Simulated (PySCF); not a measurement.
# Input and output of a scripted DFT run

The script drives PySCF SCF with an in-house response code with single-precision fitted integrals, so total energies wander by about 1e-6 Eh between cycles (the fitting error itself is about 1e-3 Eh and cancels in differences); atoms count from 0. Kgrid is the grid level of the response kernel; vcut the energy (Eh) above which virtual orbitals leave the response; delta the states run by ΔSCF (the anion only where the lumo is low enough to bind); pop asks for populations, which are stored and not printed; grid is the SCF grid level (2 if not given).

The basis has no diffuse functions, so the polarisability comes out too low.

Job and coordinates (Å):

```
{"job": {"kind": "uv", "basis": "6-31G*", "grid": 1, "kgrid": 0, "vcut": 1.5, "nstates": 6, "ntriplets": 2, "tda": true, "delta": ["ip_vertical"], "pop": true, "xc": "CAM-B3LYP"}, "charge": 0, "multiplicity": 1}
C     -0.942232     5.026266    -1.516205
C     -1.633499     4.313911    -0.373138
O     -2.529716     4.827147     0.252696
C     -1.217897     2.899304    -0.156137
C     -2.186457     1.935336    -0.263421
C     -1.909554     0.576200    -0.016896
C     -2.921538    -0.453520    -0.145352
C     -4.171209    -0.186897    -0.720259
C     -5.085132    -1.188232    -0.949297
C     -4.769240    -2.502287    -0.624392
C     -3.553098    -2.789312    -0.050541
C     -2.619585    -1.782695     0.225583
C     -1.385105    -2.052805     0.935033
C     -1.170609    -3.257790     1.616526
C     -0.035789    -3.467732     2.363036
C      0.898424    -2.446867     2.499996
C      0.710549    -1.256074     1.842427
C     -0.394618    -1.051990     1.004762
C     -0.600176     0.211884     0.326984
C      0.457117     1.153084     0.135739
C      0.132469     2.527061     0.069982
C      1.146183     3.488649     0.313000
C      2.425222     3.099254     0.550553
C      2.812781     1.749857     0.359668
C      4.172264     1.360871     0.493851
C      4.558938     0.084694     0.252043
C      3.641213    -0.854710    -0.290004
C      4.074541    -2.122049    -0.716398
C      3.219520    -2.977523    -1.358673
C      1.909344    -2.572364    -1.627626
C      1.452687    -1.357595    -1.186437
C      2.284074    -0.487910    -0.459019
C      1.840467     0.788154     0.034235
H     -0.670036     6.036315    -1.216603
H     -0.071235     4.486641    -1.873638
H     -1.661651     5.114684    -2.330384
H     -3.191842     2.255079    -0.485440
H     -4.425933     0.817760    -1.016434
H     -6.040202    -0.955867    -1.396663
H     -5.476140    -3.294715    -0.822041
H     -3.318589    -3.817036     0.178510
H     -1.920041    -4.032653     1.586945
H      0.110985    -4.408773     2.872436
H      1.760827    -2.581715     3.135314
H      1.411505    -0.452221     2.002406
H      0.870676     4.530137     0.374527
H      3.180840     3.821402     0.824179
H      4.886645     2.106699     0.812185
H      5.582116    -0.226077     0.407533
H      5.106183    -2.398840    -0.549494
H      3.560243    -3.947803    -1.688958
H      1.255761    -3.217810    -2.195674
H      0.448052    -1.051407    -1.434029
```

Command:

```bash
OMP_NUM_THREADS=2 python large_run.py task.json out
```

Problem. What does the program print?

Solution. 
```
start: PBE on a coarse grid of 44807 points
cycle   1  E = -1305.0430105688  dE =  5.882e+00  |g| = 1.226e+00  |ddm| = 9.071e+00
cycle   2  E = -1302.5459682581  dE =  2.497e+00  |g| = 2.938e+00  |ddm| = 4.295e+00
cycle   3  E = -1304.3950666153  dE = -1.849e+00  |g| = 1.741e+00  |ddm| = 3.885e+00
cycle   4  E = -1305.3454983151  dE = -9.504e-01  |g| = 5.693e-01  |ddm| = 2.337e+00
cycle   5  E = -1305.3403309218  dE =  5.167e-03  |g| = 5.237e-01  |ddm| = 1.103e+00
cycle   6  E = -1305.4069376760  dE = -6.661e-02  |g| = 2.531e-01  |ddm| = 8.449e-01
cycle   7  E = -1305.4237305137  dE = -1.679e-02  |g| = 7.037e-02  |ddm| = 3.677e-01
cycle   8  E = -1305.4235558842  dE =  1.746e-04  |g| = 7.299e-02  |ddm| = 1.583e-01
cycle   9  E = -1305.4250582253  dE = -1.502e-03  |g| = 1.825e-02  |ddm| = 1.066e-01
cycle  10  E = -1305.4251273985  dE = -6.917e-05  |g| = 1.030e-02  |ddm| = 3.465e-02
cycle  11  E = -1305.4251553208  dE = -2.792e-05  |g| = 3.532e-03  |ddm| = 1.606e-02
final grid: 196020 points
cycle  12  E = -1305.9469165349  dE = -1.987e-02  |g| = 7.100e-02  |ddm| = 7.404e-01
cycle  13  E = -1305.9466078811  dE =  3.087e-04  |g| = 9.968e-02  |ddm| = 1.855e-01
cycle  14  E = -1305.9484766564  dE = -1.869e-03  |g| = 1.179e-02  |ddm| = 8.603e-02
cycle  15  E = -1305.9485230262  dE = -4.637e-05  |g| = 5.811e-03  |ddm| = 2.430e-02
cycle  16  E = -1305.9485339367  dE = -1.091e-05  |g| = 2.230e-03  |ddm| = 1.064e-02
cycle  17  E = -1305.9485366030  dE = -2.666e-06  |g| = 6.639e-04  |ddm| = 3.687e-03
cycle  18  E = -1305.9485369783  dE = -3.753e-07  |g| = 4.022e-04  |ddm| = 1.973e-03
cycle  19  E = -1305.9485385949  dE = -1.617e-06  |g| = 1.366e-04  |ddm| = 7.935e-04
cycle  20  E = -1305.9485360471  dE =  2.548e-06  |g| = 4.071e-05  |ddm| = 3.255e-04
converged SCF energy = -1305.9485360471
Vertical ionisation energy (delta-SCF) = 7.0220 eV   <S^2> = 0.782

Static polarisability (au): isotropic 340.063, principal 159.952 416.417 443.821

Singlet excitations
state   eV       nm        f      main configurations
  1   3.6658    338.2   0.00226   H-1->L 0.47, H->L+1 0.41
  2   3.8250    324.1   0.08129   H->L 0.75, H-1->L+1 0.13
  3   4.1327    300.0   0.00034   H-5->L 0.30, H-5->L+5 0.23, H-5->L+4 0.17
  4   4.2211    293.7   0.43452   H->L+1 0.34, H-1->L 0.23, H-2->L 0.22
  5   4.2766    289.9   0.13278   H-3->L 0.17, H-2->L 0.17, H->L+2 0.13
  6   4.4453    278.9   0.11316   H-3->L 0.31, H-2->L 0.28, H-1->L 0.09

Triplet excitations (Tamm-Dancoff, eV): 2.5994 3.1603
```

Problem. Roughly how long does this take on 2 threads of Arm Neoverse V1 (shared host), and how large is the basis?

Solution. About 6.6 min of wall time, peak memory 1.8 GiB; 502 basis functions and 1837 fitting functions.
